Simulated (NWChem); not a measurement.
System meant: C2H6OSi2; SMILES [Si@@H](O)([SiH3])C#C

The following NWChem deck was run.

```
start job
memory heap 200 mb stack 900 mb global 1100 mb
geometry units angstroms noautoz
  C      1.001518     2.654415     0.280993
  C      0.391345     1.642274    -0.004032
  Si    -0.502543     0.095019    -0.420905
  O     -1.916620    -0.043733     0.460035
  Si     0.811164    -1.769447     0.115120
  H      1.537015     3.544425     0.529404
  H     -0.782046     0.155164    -1.885424
  H     -2.526565     0.706871     0.409773
  H      1.149420    -1.783045     1.564233
  H      2.078834    -1.715295    -0.665965
  H      0.103279    -3.034018    -0.227340
end
basis spherical
  * library def2-svp
end
dft
  odft
  mult 2
  xc xpbe96 cpbe96
  iterations 150
  mulliken
end
task dft energy
```

End of the output:

```
 Summary of "ao basis" -> "" (spherical)
 ------------------------------------------------------------------------------
       Tag                 Description            Shells   Functions and Types
 ---------------- ------------------------------  ------  ---------------------
 *                          def2-svp                  on all atoms

  pbe96 is a nonlocal functional; adding pw91lda local functional.

                                 NWChem DFT Module
                                 -----------------

 Summary of "ao basis" -> "ao basis" (spherical)
 ------------------------------------------------------------------------------
       Tag                 Description            Shells   Functions and Types
 ---------------- ------------------------------  ------  ---------------------
 C                          def2-svp                 6       14   3s2p1d
 Si                         def2-svp                 8       18   4s3p1d
 O                          def2-svp                 6       14   3s2p1d
 H                          def2-svp                 3        5   2s1p

 Summary of "ao basis" -> "ao basis" (spherical)
 ------------------------------------------------------------------------------
       Tag                 Description            Shells   Functions and Types
 ---------------- ------------------------------  ------  ---------------------
 C                          def2-svp                 6       14   3s2p1d
 Si                         def2-svp                 8       18   4s3p1d
 O                          def2-svp                 6       14   3s2p1d
 H                          def2-svp                 3        5   2s1p

  number of electrons :                   54
  multiplicity        :                    2
 ------------------------------------------------------------------------
  no. of electrons and multiplicity not compatible                  54
 ------------------------------------------------------------------------
 ------------------------------------------------------------------------
  current input line :
    26: task dft energy
 ------------------------------------------------------------------------
 ------------------------------------------------------------------------
 There is an error in the input file
 ------------------------------------------------------------------------
 For more information see the NWChem manual at https://nwchemgit.github.io

0: no. of electrons and multiplicity not compatible:Received an Error in Communication
```

Task: Can this run be used? If not, why, and what is the fix?

Result: The program refused the input. Cause: the multiplicity doesn't fit the number of electrons (an even count wants an odd multiplicity, and the reverse). This input runs:
```
start job
memory heap 200 mb stack 900 mb global 1100 mb
geometry units angstroms noautoz
  C      1.001518     2.654415     0.280993
  C      0.391345     1.642274    -0.004032
  Si    -0.502543     0.095019    -0.420905
  O     -1.916620    -0.043733     0.460035
  Si     0.811164    -1.769447     0.115120
  H      1.537015     3.544425     0.529404
  H     -0.782046     0.155164    -1.885424
  H     -2.526565     0.706871     0.409773
  H      1.149420    -1.783045     1.564233
  H      2.078834    -1.715295    -0.665965
  H      0.103279    -3.034018    -0.227340
end
basis spherical
  C library def2-svp
  Si library def2-svp
  O library def2-svp
  H library def2-svp
end
dft
  xc xpbe96 cpbe96
  iterations 150
  mulliken
end
task dft energy
```
It converges to -733.20570 Ha (PBE/def2-SVP).
